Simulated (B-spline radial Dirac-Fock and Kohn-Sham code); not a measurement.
## Kohn-Sham estimates against Dirac-Fock for the levels of Ti¹⁸⁺

System: the Ti¹⁸⁺ ion in the configuration [He] 2s2.

The density-functional columns are spherical, spin-unpolarised Dirac-Kohn-Sham results without Breit or QED terms: −ε is minus the orbital energy of the initial state and ΔSCF the difference of two total energies. The reference in the last column comes from Dirac-Fock (average of configuration) total-energy differences with a finite nucleus, the Breit interaction including its frequency dependence, and self-energy and vacuum-polarisation corrections. All numbers are from a B-spline atomic structure program, in eV; a selection of levels is shown.

| level | LDA −ε | LDA ΔSCF | Dirac-Fock |
| --- | --- | --- | --- |
| 1s | 5871.1 | 6032.4 | 6019.8 |
| 2s | 1308.4 | 1346.2 | 1340.0 |

For the outermost level NIST gives 1346.3 ± 0.5 eV (semi-empirical); the differences from it are LDA −ε -37.93, LDA ΔSCF -0.11, Dirac-Fock -6.30 eV.

Values without a named source are computed, but for edge energies of neutral atoms, which are taken from tables.
